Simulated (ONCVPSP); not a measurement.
# Before and after: ONCV potential for lithium

lithium, optimised norm-conserving Vanderbilt (ONCV), made with ONCVPSP 4.0.1 (PBE, scalar-relativistic). Core none, reference 1s2 2p1. Waves: 1s: rc 0.45 bohr, ncon 4, nbas 7, qcut 11.9 1/bohr, 2 projectors, debl 2.8 Ha; 2p: rc 4.00 bohr, ncon 4, nbas 7, qcut 2.2 1/bohr, 3 projectors, debl 2.5 Ha; d scattering state at 0.32 Ha: rc 3.30 bohr, ncon 4, nbas 8, qcut 2.9 1/bohr, 2 projectors, debl 2.2 Ha. Local part: polynomial inside 0.35 bohr (lpopt 3, dvloc0 0 Ha). Core correction: none.

Change: p: rc 3.38.

Cutoffs: the cutoffs (Ha) at which the residual kinetic energy of the hardest occupied pseudo-wave falls to 1 and 0.1 mHa per electron; they do not see the model core or the augmentation charge, which bear on the density cutoff. Errors are all-electron minus pseudo energies relative to the spin-unpolarised reference configuration.

Problem. Predict the effect on cutoff, ghosts and configuration errors.

Solution. The potential gets neither clearly harder nor softer (510 Ha and 620 Ha → 510 Ha and 620 Ha); the s channel sets the loose cutoff, while the largest relative change is in p, which becomes harder; of the 4 tests that both files solve, the error grows in 0 and shrinks in 3 by more than 15 % and 0.3 meV (median size 20.0 → 9.9 meV); neither file shows a bound ghost. Less of the atom is replaced, so other configurations are described better.

| quantity | base | changed |
| --- | --- | --- |
| cutoff, loose | 510 Ha | 510 Ha |
| cutoff, tight | 620 Ha | 620 Ha |
| loose cutoff by channel | s 510 Ha, p 1.6 Ha | s 510 Ha, p 2.1 Ha |
| bound ghosts | none | none |
| GHOST(+) flags under 300 eV | p at 134.0 eV | p at 133.1 eV, p at 247.3 eV |
| error for 1s2 2s1 2p0, meV [ΔE -1.79 eV] | -16 | -7.6 |
| error for 1s2 2p0, meV [ΔE 3.51 eV] | +24 | +12 |
| error for 1s2 2s0.5 2p0, meV [ΔE 0.26 eV] | -0.2 | -0.5 |
| error for 1s1 2s1 2p0, meV [ΔE 66.62 eV] | +164 | +132 |
| s: phases at 0.46 bohr within 0.05 rad from the reference energy up to (Ha; the scan ends near 5) | to the end of the scan | to the end of the scan |
| d: phases at 3.36 bohr within 0.05 rad from the reference energy up to (Ha; the scan ends near 5) | 1.7 | 1.7 |
